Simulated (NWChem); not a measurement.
System: C2H8O2Si; SMILES OCC[SiH2]O

```xyz
13

O     -0.1746     2.7917     0.0309
C     -0.3670     1.4269    -0.3197
C      0.6049     0.4735     0.3823
Si     0.4994    -1.3369    -0.1525
O     -0.9680    -2.0485     0.2174
H     -0.2948     2.8665     0.9906
H     -1.4077     1.1165    -0.1231
H     -0.2188     1.3902    -1.4046
H      1.6334     0.8196     0.2028
H      0.4473     0.5175     1.4707
H      0.7728    -1.4155    -1.6199
H      1.5126    -2.1274     0.5886
H     -1.7229    -1.7984    -0.3320
```
Atoms are numbered in this order, from 1.

Program: NWChem. The geometry was optimised at B3LYP/6-31G* (spherical d).

For level Hartree-Fock/def2-SVP:

```
Property                      Value
---------------------------  ------
highest occupied level (eV)  -11.62
orbital gap (eV)              15.62
```

Question: How do the values read with level PBE0/def2-SVP instead?

Answer: 
| Property | Result |
|---|---|
| highest occupied level (eV) | -7.61 |
| orbital gap (eV) | 8.36 |
